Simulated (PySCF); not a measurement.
Work out the structure from these simulated measurements.

Formula: C4H2Mg.

| Quantity | Value |
| --- | --- |
| NMR, other nuclei | isotropic shieldings of nuclei other than C and H, by class: 500 (1 Mg) ppm [GIAO KT2/pcSseg-1] |
| 1H NMR | chemical shifts (computed TMS as zero) by class: 1.67 (2 H) ppm [GIAO KT2/pcSseg-1] |
| Rotational structure | rotational constant B (linear): 1.301 GHz [PBE0-D3(BJ)/def2-SVP] |
| 13C NMR | chemical shifts (computed TMS as zero) by class: 91.9 (2 C), 80.0 (2 C) ppm [GIAO KT2/pcSseg-1] |
| UV, first state | lowest singlet excitation: 5.27 eV (235 nm, f = 0.000) [TDDFT B3LYP/def2-SVPD] |
| Triplet | lowest triplet excitation (Tamm–Dancoff): 4.58 eV [TDA B3LYP/def2-SVPD] |
| Dipole | 0.00 D by symmetry (numerical residue 0.02 D) [B3LYP/def2-SVPD] |

Electronic properties: PySCF, gas phase, density fitting. Levels stand in brackets. Isolated species at its PBE0-D3(BJ)/def2-SVP geometry, gas phase. NMR values are class means; diastereotopic atoms form classes of their own.

Question: Give a SMILES that accounts for the data.

Answer: 4 carbons fall into 2 classes; from least to most shielded: carbon bonded to C and H (91.9 ppm, 2 C), carbon bonded to C and Mg (80.0 ppm, 2 C). All hydrogens form one class (1.67 ppm): hydrogen on carbon. The other shieldings belong to: 500 ppm, magnesium bonded to 2 C. The vanishing dipole is forced by symmetry. The optimised geometry has point group D∞h and is a linear rotor. Structure: Mg(CCH)2, `[C](#C)[Mg][C]#C`. The assignments are read from this structure; whether some other isomer fits the data as well wasn't checked.
